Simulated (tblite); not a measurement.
Compound: C6H5F2O2 (doublet state).
Atom-mapped SMILES: `[CH:1]#[C:2]/[C:3](=[CH:4]\[O:5][CH2:6])[O:7][CH:8]([F:9])[F:10]` (hydrogens: H11 on C1; H12 on C4; H13, H14 on C6; H15 on C8)

A start from a force field or distance geometry was refined with GFN2-xTB geometry optimisation, gas phase in tblite. Values at the start:

```
coordinate    start
     C1≡C2  1.205 Å
    C1–H11  1.062 Å
     C2–C3  1.465 Å
     C3=C4  1.323 Å
     C3–O7  1.372 Å
     C4–O5  1.398 Å
    C4–H12  1.109 Å
     O5–C6  1.414 Å
    C6–H13  1.117 Å
    C6–H14  1.114 Å
     O7–C8  1.412 Å
     C8–F9  1.400 Å
    C8–F10  1.372 Å
    C8–H15  1.120 Å
  C2–C3–C4   119.0°
  C2–C3–O7   116.1°
  C3–C4–O5   122.0°
  C3–O7–C8   124.1°
  C4–C3–O7   124.9°
  C4–O5–C6   123.3°
 O7–C8–F10   113.7°
 F9–C8–F10   107.3°
```

Question: How do these coordinates change at the GFN2-xTB level?

Answer: 
```csv
coordinate,GFN2-xTB (Å or °),change
O5–C6,1.324,-0.090
C4–O5,1.325,-0.073
O7–C8,1.345,-0.067
C2–C3,1.399,-0.066
C8–F9,1.342,-0.058
C6–H14,1.070,-0.044
C3=C4,1.367,+0.044
C6–H13,1.075,-0.042
C3–O7,1.402,+0.030
C4–H12,1.084,-0.025
C8–H15,1.106,-0.014
C1–H11,1.049,-0.013
C8–F10,1.360,-0.012
C1≡C2,1.206,+0.001
C4–C3–O7,115.4,-9.5
C3–O7–C8,117.6,-6.5
C2–C3–C4,123.9,+4.9
C2–C3–O7,120.6,+4.5
O7–C8–F10,111.6,-2.1
F9–C8–F10,105.7,-1.6
C4–O5–C6,121.8,-1.5
C3–C4–O5,121.6,-0.4
```

The energy falls by 128.3 kJ/mol over 190 L-BFGS steps, the largest force on an atom goes from 3.19 to 0.007 eV/Å, and the atoms move by 1.241 Å rms after alignment. The bond that changes most is O5–C6 (ends: oxygen bonded to 2 C; carbon bonded to O and 2 H), which shortens by 0.090 Å. Bonds longer at the end by more than 0.005 Å: 2 of 14; shorter: 11. Among the dihedrals that turn most is C2–C3–O7–C8, from 128° to 5°. Rotational constants go from 2054, 702.3, 588.6 to 2547, 692.8, 581.3 MHz.

Time: 1.1 s of wall time. Hardware: one thread of an Arm Neoverse V2, no GPU, shared host with 32 logical CPUs at a one-minute load of 21.

Its GFN2-xTB frequencies are all real (lowest 21 cm⁻¹). 3 starts were optimised and ended at 0.00, 0.05 and 1.49 kcal/mol (GFN2-xTB); the lowest of these is shown.

One conformer stands for the species.

The numbers are calculated, not measured.
